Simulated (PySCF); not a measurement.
**CsIn: energy against distance**

Set-up: basis Cs def2-SVPD with ECP46, In def2-SVPD with ECP28; scalar-relativistic core potentials; PySCF 2.14. Energies in eV from Cs + In in their ground configurations at the same level. All curves are PBE0. state 1: ¹Σ⁺ (singlet), closed shell, a second solution, started from another occupation; state 2: Ms = 0 determinant of mixed spin (⟨S²⟩ near 1.0), unpaired electrons σ ↓, π ↑, a second solution, started from another occupation.

```json
{"R (Å)": "3.309", "state 1": "0.1697", "state 2": "-0.1737"}
{"R (Å)": "3.463", "state 1": "-0.0699", "state 2": "-0.2982"}
{"R (Å)": "3.617", "state 1": "-0.2311", "state 2": "-0.3680"}
{"R (Å)": "3.733", "state 1": "-0.3124", "state 2": "-0.3946"}
{"R (Å)": "3.848", "state 1": "-0.3673", "state 2": "-0.4055"}
{"R (Å)": "3.963", "state 1": "-0.4008", "state 2": "-0.4046"}
{"R (Å)": "4.117", "state 1": "-0.4196", "state 2": "-0.3909"}
{"R (Å)": "4.310", "state 1": "-0.4122", "state 2": "-0.3616"}
{"R (Å)": "4.541", "state 1": "-0.3728", "state 2": "-0.3184"}
{"R (Å)": "4.848", "state 1": "-0.2899", "state 2": "-0.2589"}
```

Put a parabola through the three lowest points of the state 1 curve and estimate Re, k and ωe (reduced mass 61.63 u; 1 eV/Å² = 0.16022 mdyn/Å; ωe = 1302.8·√(k/μ) cm⁻¹).

Through R = 3.963, 4.117, 4.31 Å the second-order coefficient is 0.462 eV/Å², so Re ≈ 4.172 Å, k ≈ 0.148 mdyn/Å and ωe ≈ 64 cm⁻¹. A polynomial fit of higher order to the unrounded PBE0 energies gives Re = 4.164 Å, k = 0.137 mdyn/Å, ωe = 61.5 cm⁻¹; anharmonicity and rounding make the difference.

The higher-order fit for each curve: state 1: Re = 4.164 Å, ωe = 61.5 cm⁻¹, minimum 0.421 eV below the ground-state fragments; state 2: Re = 3.894 Å, ωe = 58.0 cm⁻¹, minimum 0.406 eV below the ground-state fragments.

Closed-shell solutions of metal pairs were not tested for spin polarisation, which can lower them a little. These are scalar-relativistic numbers at best; spin–orbit coupling would shift them, the dissociation energy most.
